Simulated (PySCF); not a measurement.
Compound: [PdCl6]2- (charge -2 and singlet state).
SMILES: `[Cl][Pd-2]([Cl])([Cl])([Cl])([Cl])[Cl]`

Level of theory: PBE0-D3(BJ)/def2-SVP geometry optimisation, gas phase, def2 core potentials past Kr (PySCF).

Take the most abundant isotopes and a rigid rotor. 

**Question.** What are A, B and C (cm⁻¹)?

**Answer.** Ia = 771.88, Ib = 772.18, Ic = 772.24 u·Å²; 505379 MHz·u·Å²/I gives 654.7, 654.5 and 654.4 MHz, that is A = 0.02184, B = 0.02183, C = 0.02183 cm⁻¹.

**Question.** Classify the top.

**Answer.** A spherical top, as the point group Oh requires three equal moments.

The point group Oh allows no dipole (computed: 0.00 D (about the centre of mass, as the species is charged)), so a rigid rotor has no electric-dipole lines.

**Question.** Estimate the classical rotational partition function at 100 K, 200 K and 298.15 K.

**Answer.** Point group Oh, symmetry number σ = 24; q = (√π/σ)·√((kT/h)³/(ABC)), k/h = 20836.6 MHz/K: 13300 at 100 K, 37500 at 200 K, 68300 at 298.15 K.

No PBE0-D3(BJ)/def2-SVP frequencies stand behind this structure, so it isn't proved a minimum. Whether so highly charged an anion holds all its electrons in the gas phase wasn't checked; a finite basis holds them in any case. The ion is multiply charged and computed without counter-ions or solvent. The geometry's basis has no diffuse functions, a weakness for an anion. Zero-point vibration and centrifugal distortion are left out.
